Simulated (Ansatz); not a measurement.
`OC[SiH2][AsH2]`. Total charge 0; spin multiplicity 1. The structure was optimised at the PBE0-D4/def2-TZVP level. It is one conformer, not always the lowest.

```xyz
11

O    -1.105   -0.352    1.335
C    -0.572   -0.988    0.187
Si   -0.052    0.338   -1.056
As    1.549    1.857   -0.218
H    -1.364   -1.024    1.970
H     0.304   -1.607    0.429
H    -1.311   -1.646   -0.295
H    -1.243    1.114   -1.493
H     0.528   -0.352   -2.242
H     2.442    0.721    0.266
H     0.823    1.938    1.117
```

(1) What is the dipole moment at B3LYP/def2-TZVPP? (Estimate.)

(2) And with PBE, r2SCAN, ωB97M-V? (Estimate.)

(3) Give the Mulliken charges with B3LYP, ωB97M-V, PBE in def2-TZVPP. (Estimate.)

Answers

(1) Computed: 2.24 D, with components (-0.35, -2.14, 0.58) D in this frame, pointing from negative to positive charge.

(2) Computed: PBE 2.25 D, r2SCAN 2.37 D, ωB97M-V 2.29 D.

(3) Computed: 
```
atom  B3LYP  ωB97M-V    PBE
  O1  -0.34    -0.32  -0.30
  C2  -0.09    -0.16  -0.11
 Si3   0.26     0.20   0.19
 As4  -0.04    -0.12  -0.03
  H5   0.18     0.17   0.18
  H6   0.09     0.11   0.09
  H7   0.10     0.12   0.10
  H8  -0.07    -0.02  -0.06
  H9  -0.08    -0.03  -0.06
 H10  -0.02     0.01  -0.01
 H11   0.01     0.04   0.01
```

B3LYP here is the variant with VWN-RPA as its local correlation; programs differ in this.
